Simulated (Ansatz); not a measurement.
```yaml
crystal:
  periodic: [false, false, false]
  atoms:
    - {symbol: I, position_ang: [-1.593012, -1.970650, 2.522718]}
    - {symbol: C, position_ang: [-1.659894, 4.263863, 2.261859]}
    - {symbol: C, position_ang: [-0.901706, 4.495886, 1.101415]}
    - {symbol: C, position_ang: [-0.372295, 3.409846, 0.376978]}
    - {symbol: C, position_ang: [-0.611448, 2.105184, 0.827848]}
    - {symbol: I, position_ang: [0.262292, 0.302294, -0.373832]}
    - {symbol: C, position_ang: [0.899648, -1.769807, -1.245256]}
    - {symbol: C, position_ang: [1.702545, -1.812988, -2.392132]}
    - {symbol: C, position_ang: [2.083147, -3.063327, -2.918117]}
    - {symbol: C, position_ang: [1.656814, -4.247902, -2.293659]}
    - {symbol: C, position_ang: [0.851765, -4.182327, -1.142648]}
    - {symbol: C, position_ang: [0.469099, -2.936287, -0.610862]}
    - {symbol: C, position_ang: [-1.362033, 1.856443, 1.978314]}
    - {symbol: C, position_ang: [-1.888192, 2.946311, 2.697586]}
    - {symbol: H, position_ang: [-2.074085, 5.114511, 2.827799]}
    - {symbol: H, position_ang: [-0.720038, 5.528451, 0.755101]}
    - {symbol: H, position_ang: [0.222434, 3.589833, -0.535313]}
    - {symbol: H, position_ang: [2.035113, -0.881389, -2.881613]}
    - {symbol: H, position_ang: [2.716382, -3.109989, -3.821079]}
    - {symbol: H, position_ang: [1.954646, -5.225837, -2.706529]}
    - {symbol: H, position_ang: [0.515371, -5.109670, -0.649253]}
    - {symbol: H, position_ang: [-0.163633, -2.875235, 0.299153]}
    - {symbol: H, position_ang: [-1.539796, 0.813353, 2.314074]}
    - {symbol: H, position_ang: [-2.483124, 2.759442, 3.607447]}
basis:
  gaussian: {orbitals: def2-TZVP, initial_orbitals: start.molden}
total_charge: -1
magnetization: {spin_polarized: true, initial_magnetization: 1}
hamiltonian: {xc: pbe0, dispersion: d4}
scf: {omitted_lower_state_checks: [starts]}
output: {orbitals: {seedname: orbitals}}
```

The file start.molden holds the orbitals of an earlier run on this structure, at another level or in another basis.

```sh
$ ansatz run in.yaml --threads 4 --pin off --events-out ev --progress --plain --max-ram 6963MiB
```

(1) Does this run fit into the memory that it is given?

Answers

(1) No. It has 532 basis functions, and Ansatz plans for 10 GiB where 7 GiB are given.
